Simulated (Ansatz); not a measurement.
Stepwise reaction of `[OH][Ti]([OH])([F])[F]` with hydrogen fluoride, as a gas-phase model of exchange steps in deposition or etching. ΔE in kJ/mol; ΔG adds harmonic PBE0-D4 terms to CCSD(T)/CBS, at 1 bar.

Program: Ansatz. Geometries: PBE0-D4/def2-TZVP. ΔE: electronic, gas phase. CBS: MP2 limit from def2 TZ/QZ plus the TZ coupled-cluster correction, frozen cores. This one scheme is used for every species. Functionals use def2-TZVPP. B3LYP here is the variant with VWN-RPA as its local correlation; programs differ in this. For Ti outer-core shells are correlated without core-valence functions, which leaves a few kJ/mol of doubt a bond. Scalar relativity is left out up to krypton. Each species was taken in one conformer, which may not be the lowest.

```tsv
step	reaction	PBE-D4	B3LYP-D4	ωB97M-V	CCSD(T)/CBS	ΔG(600 K)
1	`[OH][Ti]([OH])([F])[F]` + H–F → `[OH][Ti]([F])([F])[F]` + H₂O	-48.3	-45.9	-47.4	-39.9	-43.4
2	`[OH][Ti]([F])([F])[F]` + H–F → `[F][Ti]([F])([F])[F]` + H₂O	-44.2	-40.4	-42.0	-34.5	-12.2
```

(1) By hand: ΔE of the 2 steps together at CCSD(T)/CBS.

## Answers

(1) (-39.9) + (-34.5) = -74.4 kJ/mol, or -37.2 kJ/mol a step.

In ΔE each step is higher than the one before. All are downhill at CCSD(T)/CBS. ΔG lies between -43.4 and -12.2 kJ/mol a step. PBE-D4 differs from CCSD(T)/CBS by -9.7 to -8.4 kJ/mol a step. Isolated molecules leave out the surface, adducts and barriers. Largest T1 diagnostic: 0.023.
